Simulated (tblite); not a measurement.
Compound: C₄H₉FS₂Si.
Structure used (GFN2-xTB), in Å, numbered top down from 1:
```xyz
17
C4H9FS2Si angstrom
C     -2.2480    0.9563   -0.2600
C     -1.4648   -0.0499    0.5638
F     -2.1076   -1.2753    0.4993
C     -0.0300   -0.2443    0.0702
C      0.6750   -1.3427    0.8403
S      2.3870   -1.5733    0.2538
Si     2.8421    0.5114    0.0868
S      0.8715    1.3434    0.2729
H     -3.2776    0.9860    0.0868
H     -2.2385    0.6682   -1.3086
H     -1.8021    1.9402   -0.1530
H     -1.4573    0.2294    1.6253
H     -0.0418   -0.4830   -0.9972
H      0.7036   -1.1157    1.9071
H      0.1677   -2.2954    0.6897
H      3.6265    0.9964    1.2066
H      3.3874    0.7602   -1.2342
```

Calculated harmonic vibrations of the isolated species, GFN2-xTB (tblite), most abundant isotopes, no scaling. The method is semi-empirical: single wavenumbers can be off by several per cent or more. Modes of hydrogen on silicon can be 10 to 20 % off. One conformer, not necessarily the lowest.

Harmonic wavenumbers (cm⁻¹): 50.7, 67.1, 126.1, 151.4, 195.1, 245.7, 299.7, 327.2, 376.2, 430.0, 486.0, 490.3, 504.9, 508.2, 540.6, 644.6, 709.6, 749.7, 758.5, 894.0, 904.1, 941.7, 1057.3, 1075.6, 1091.1, 1119.4, 1135.2, 1199.2, 1214.5, 1275.2, 1289.5, 1319.6, 1397.3, 1441.2, 1468.6, 1481.4, 2358.5, 2370.6, 2915.4, 2943.6, 2977.3, 3004.3, 3043.8, 3050.8, 3063.9.

A = 2097, B = 830.4, C = 623.2 MHz; mass 167.990 u (most abundant isotopes); point group C1, symmetry number 1.

Q: Zero-point energy?

A: ½Σν̃ = 26847 cm⁻¹ = 76.76 kcal/mol.

Q: What is S at 273.15 K and 1 bar for an ideal gas of classical rigid rotors and harmonic oscillators?

A: Translation 40.86, rotation 29.81, vibration 25.95: S = 96.6 cal/(mol K).

Q: And Cp and H(273.15 K) − H(0)?

A: Cp = 36.61 cal/(mol K), of which vibrations give 28.66 (their classical limit is 45 R = 89.4); H(273.15 K) − H(0) = 6.04 kcal/mol without the zero-point energy, 3.86 from vibrations.

Q: How do the functions run with temperature in this model?

A: 
| T (K) | S (cal/(mol K)) | Cp (cal/(mol K)) | H − H(0) (kcal/mol) | G − H(0) (kcal/mol) | ln q(vib) |
| --- | --- | --- | --- | --- | --- |
| 50 | 60.0 | 12.7 | 0.49 | -2.51 | 0.47 |
| 100 | 70.5 | 18.1 | 1.26 | -5.78 | 1.56 |
| 298.15 | 99.9 | 39.0 | 6.98 | -22.81 | 6.59 |
| 373.15 | 109.4 | 45.8 | 10.17 | -30.67 | 8.55 |
| 500 | 124.2 | 55.3 | 16.61 | -45.51 | 11.82 |
| 750 | 149.3 | 68.0 | 32.15 | -79.80 | 17.94 |
| 1000 | 170.0 | 76.1 | 50.23 | -119.78 | 23.52 |

q(vib) and H(0) count from the zero-point level.

Q: Blend soft modes into free rotors: weight 1/[1 + (100 cm⁻¹/ν̃)⁴] for the oscillator and the rest for a rotor with moment μB/(μ + B), μ = h/(8π²ν), B = 10⁻⁴⁴ kg m². What vibrational entropy results?

A: 24.03 cal/(mol K) in place of 25.95, which changes −T·S at 273.15 K by +0.53 kcal/mol.

Q: Which modes carry the vibrational entropy at 273.15 K?

A: 50.7 cm⁻¹: 4.62; 67.1 cm⁻¹: 4.06; 126.1 cm⁻¹: 2.84; 151.4 cm⁻¹: 2.49; 195.1 cm⁻¹: 2.02; 245.7 cm⁻¹: 1.61 cal/(mol K); the other 39 give 8.32 together.

Hindered rotation and anharmonicity are outside this model. Other conformers, if any are populated, would add a mixing term that is left out. The structure is chiral; the term R ln 2 for an equal mix with its mirror image is left out.

Time: 1.3 s wall. Hardware: one thread of an Intel Xeon at 2.70 GHz, on a shared host. This covers the Hessian and the dipole derivatives.
